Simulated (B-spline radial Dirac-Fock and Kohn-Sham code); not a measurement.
**Form factor and incoherent scattering function of I²⁶⁺**

System: iodine as I²⁶⁺, [Ar] 3d9.

Method: Dirac-Fock densities. Computed with a radial finite-basis atomic code. f₀ is the Fourier transform of the spherical electron density, S the Waller-Hartree incoherent function, and s = sin θ/λ. The electron scattering factor follows from the Mott-Bethe formula f_e = 0.023934 Å⁻¹·(Z − f₀)/s².

| s (Å⁻¹) | f₀ | S | f_e (Å) |
| --- | --- | --- | --- |
| 0 | 27.000 | 0.000 | – |
| 0.05 | 26.968 | 0.028 | 249.224 |
| 0.1 | 26.871 | 0.110 | 62.538 |
| 0.15 | 26.711 | 0.245 | 27.965 |
| 0.2 | 26.488 | 0.433 | 15.863 |
| 0.25 | 26.207 | 0.670 | 10.260 |
| 0.3 | 25.868 | 0.954 | 7.215 |
| 0.35 | 25.475 | 1.281 | 5.378 |
| 0.4 | 25.033 | 1.648 | 4.184 |
| 0.45 | 24.545 | 2.050 | 3.363 |
| 0.5 | 24.015 | 2.483 | 2.775 |
| 0.6 | 22.849 | 3.426 | 2.005 |
| 0.7 | 21.575 | 4.441 | 1.535 |
| 0.8 | 20.232 | 5.497 | 1.225 |
| 0.9 | 18.858 | 6.563 | 1.009 |
| 1 | 17.487 | 7.619 | 0.850 |
| 1.1 | 16.149 | 8.644 | 0.729 |
| 1.2 | 14.870 | 9.628 | 0.634 |
| 1.4 | 12.555 | 11.440 | 0.494 |
| 1.6 | 10.627 | 13.032 | 0.396 |
| 1.8 | 9.099 | 14.416 | 0.324 |
| 2 | 7.929 | 15.617 | 0.270 |
| 2.5 | 6.141 | 18.006 | 0.179 |
| 3 | 5.194 | 19.787 | 0.127 |
| 3.5 | 4.507 | 21.167 | 0.095 |
| 4 | 3.884 | 22.250 | 0.073 |
| 5 | 2.799 | 23.748 | 0.048 |
| 6 | 2.048 | 24.640 | 0.034 |

f₀ starts at the number of electrons, 27, and has fallen to half at s ≈ 1.32 Å⁻¹. The sum of ⟨r²⟩ over the electrons is 1.758 bohr². For an ion f_e diverges as s goes to zero, because of the net charge.
